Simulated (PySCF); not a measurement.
Absolute configuration from chiroptical data

Computed, not measured: TDDFT wB97X-D/aug-cc-pVDZ circular dichroism and optical rotation, one conformer, gas phase in PySCF. Geometry: GFN2-xTB.

Singlets 12 and 13 lie within 0.01 eV of each other, so their separate moments and overlaps can depend on how they mix.

Values for one enantiomer of C6H10Si, R in 10⁻⁴⁰ esu² cm² (velocity form):
| λ (nm) | f | R |
| --- | --- | --- |
| 204 | 0.054 | -42.0 |
| 193 | 0.102 | +127.0 |
| 187 | 0.009 | +12.4 |
| 182 | 0.064 | -67.4 |
| 175 | 0.040 | -7.6 |
| 174 | 0.033 | -38.2 |
| 170 | 0.004 | -1.4 |
| 167 | 0.007 | +1.6 |
| 164 | 0.004 | +6.7 |
| 163 | 0.011 | -5.5 |
| 162 | 0.032 | -43.3 |
| 161 | 0.001 | +8.6 |
| 161 | 0.010 | -1.9 |
| 159 | 0.014 | -8.0 |
| 157 | 0.040 | -15.4 |
| 156 | 0.006 | -4.2 |

[α] at 589.3 nm: -86 deg dm⁻¹ (g/mL)⁻¹ (origin-invariant length gauge).

Problem. Which structure gives these signs?
A. [SiH3]C1=C[C@@H]2CC[C@H]12
B. [SiH3]C1=C[C@H]2CC[C@@H]12

Solution. B. Its CIP labels in SMILES order are R, R; the other enantiomer gives every sign reversed.

Geometry of [SiH3]C1=C[C@H]2CC[C@@H]12 as run:
```xyz
17

Si    2.622   -0.128    0.627
C     0.872   -0.385    0.029
C     0.026   -1.423   -0.061
C    -1.134   -0.607   -0.541
C    -1.973   -0.010    0.614
C    -1.013    1.185    0.704
C    -0.171    0.603   -0.450
H     2.619    0.871    1.700
H     3.437    0.369   -0.486
H     3.159   -1.394    1.126
H     0.104   -2.468    0.184
H    -1.664   -0.906   -1.441
H    -2.980    0.265    0.309
H    -2.028   -0.637    1.502
H    -0.472    1.280    1.645
H    -1.478    2.138    0.462
H     0.067    1.257   -1.283
```
